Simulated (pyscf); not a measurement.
Single points on ωB97X-D3(BJ)/def2-SVP structures (PySCF, gas phase).

How much does it cost (ΔH, 298 K, ωB97M-D3(BJ)/def2-TZVP) to split H₃C–Ga(CH₃)–TeH (SMILES [CH3][Ga]([CH3])[TeH]) at its Ga–Te bond into [H₃C–Ga–CH₃]• + TeH•?

Ga–Te to [H₃C–Ga–CH₃]• + TeH•: 69.8 kcal/mol. The 7 functionals that were run give +65.1 (M06-2X) to +80.6 kcal/mol (ωB97X-D3(BJ)/def2-TZVP). The radicals are drawn with the spin at the cut bond; how far it spreads was not checked. Other isomers of [H₃C–Ga–CH₃]• were not searched in full and may lie lower. Left out: the spin-orbit lowering of TeH, which is large for Br, Se, Te and I. Elements up to Kr have no core potential and no relativistic terms here. Elements past Kr carry the def2 core potentials, without spin-orbit coupling.
